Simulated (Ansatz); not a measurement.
Consider the redistribution: `[CH3][Al]([OH])[Br]` + `[NH2][Nb](=[O])([OH])[OH]` → `[NH2][Al]([OH])[Br]` + `[CH3][Nb](=[O])([OH])[OH]`.

Isolated molecules relaxed with PBE0-D4/def2-TZVP in Ansatz; ΔE leaves out vibrations. CBS: MP2 limit from def2 TZ/QZ plus the TZ coupled-cluster correction, frozen cores. DFT in def2-TZVPP. B3LYP here is the variant with VWN-RPA as its local correlation; programs differ in this. HSE06 is defined as in plane-wave codes. def2 core potentials past Kr. For Br, Nb outer-core shells are correlated without core-valence functions, which leaves a few kJ/mol of doubt a bond. Scalar relativity is left out up to krypton. Each species was taken in one conformer, which may not be the lowest.

```
             level  ΔE (kJ/mol)  difference from CCSD(T)/CBS
       LDA (SPW92)          4.0                         11.3
            PBE-D4          3.1                         10.4
         revPBE-D4          2.6                          9.9
           BLYP-D4          0.4                          7.7
         r2SCAN-D4         -3.1                          4.2
            B97M-V         -3.6                          3.7
           PBE0-D4         -1.0                          6.3
          B3LYP-D4         -2.7                          4.6
        r2SCAN0-D4         -5.4                          1.9
          HSE06-D4         -1.0                          6.3
          BHLYP-D4         -6.9                          0.4
      CAM-B3LYP-D4         -3.6                          3.7
           ωB97X-V         -3.3                          4.0
           ωB97M-V         -3.6                          3.7
            B2PLYP         -4.2                          3.1
          PBE-QIDH         -4.8                          2.5
               PBE          3.3                         10.6
            revPBE          3.0                         10.3
              BLYP          0.9                          8.2
            r2SCAN         -3.1                          4.2
             B3LYP         -2.3                          5.0
           r2SCANh         -4.0                          3.3
           r2SCAN0         -5.3                          2.0
             HSE06         -0.8                          6.5
             BHLYP         -6.5                          0.8
         CAM-B3LYP         -3.4                          3.9
RPA@PBE/def2-TZVPP         -8.2                         -0.9
       HF/def2-SVP         -3.0                          4.3
      MP2/def2-SVP          1.0                          8.3
     CCSD/def2-SVP         -2.4                          4.9
  CCSD(T)/def2-SVP         -0.3                          7.0
     HF/def2-TZVPP        -10.9                         -3.6
SCS-MP2/def2-TZVPP         -8.4                         -1.1
   CCSD/def2-TZVPP        -10.2                         -2.9
CCSD(T)/def2-TZVPP         -8.5                         -1.2
     HF/def2-QZVPP        -11.2                         -3.9
    MP2/def2-QZVPP         -6.6                          0.7
SCS-MP2/def2-QZVPP         -7.8                         -0.5
      HF/CBS(def2)        -11.3                         -4.0
    CCSD/CBS(def2)         -9.0                         -1.7
       CCSD(T)/CBS         -7.3                            0
```

Largest T1 diagnostic among the species: 0.022, so the coupled-cluster value is less sure than usual.

Leaving LDA and LC-ωPBE aside and taking each functional with its dispersion term where it has one, the values spread over 10.0 kJ/mol, from BHLYP-D4 to PBE-D4. From BLYP to BHLYP (50 % exact exchange), in def2-TZVPP and without D4, ΔE moves by −7.4 kJ/mol.
